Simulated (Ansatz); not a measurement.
Geometry optimisation, RKS PBE0/def2-SVP in Ansatz 0.2.0.

The input (input.yaml):

```yaml
crystal:
  periodic: [false, false, false]
  atoms:
    - { symbol: Ga, position_ang: [0.0, 0.0, 0.0] }
    - { symbol: Cl, position_ang: [0.0, 0.0, 2.59] }
    - { symbol: H, position_ang: [1.3596, 0.0, -0.785] }
    - { symbol: H, position_ang: [-1.3596, 0.0, -0.785] }
    - { symbol: H, position_ang: [0.0782, -1.7729, 0.5897] }
    - { symbol: H, position_ang: [0.0665, -1.5088, 1.5637] }
basis:
  gaussian: { orbitals: def2-SVP }
hamiltonian:
  xc: pbe0
relax:
  f_tol: 0.15
  max_steps: 25
  restrain:
    - { distance: [0, 4], at: 2.77, k: 30.0 }
    - { distance: [5, 1], at: 2.57, k: 30.0 }
    - { distance: [0, 1], at: 2.24, k: 30.0 }
    - { distance: [5, 4], at: 0.66, k: 30.0 }
```

Launched with:

```bash
$ ansatz run input.yaml --threads 2 --pin off --max-ram 3072MiB --backend cpu --events-out ev --progress --plain --runs-dir out
```

**Question.** Where does it end, and by what steps?

**Answer.** It converged. The restraints hold the end off the free minimum. After 7 steps the energy has fallen by 1.397 eV (the restraints' own energy left out); H5 moved furthest, 0.69 Å. Parted: Ga1–H5. Joined: H5–H6.

```
step  energy less start (eV)  largest force component (eV/Å)  accepted
   0                  0.0000                           2.344       yes
   1                 -0.4953                           1.853       yes
   2                 -0.6690                           3.109       yes
   3                 -1.0936                           2.840       yes
   4                 -1.3768                           1.225       yes
   5                 -1.3950                           0.838        no
   6                 -1.3944                           1.245       yes
   7                 -1.3974                           1.306       yes
```

```xyz
6
Properties=species:S:1:pos:R:3
Ga -0.002 0.231 0.039
Cl -0.006 0.483 2.242
H 1.414 0.209 -0.605
H -1.417 0.142 -0.602
H 0.087 -2.430 0.796
H 0.069 -1.916 1.303
```

Run time: 17 s on 2 threads of Intel(R) Xeon(R) Platinum 8259CL CPU @ 2.50GHz (Skylake/Cascade Lake) (shared host), peak memory 0.16 GiB.
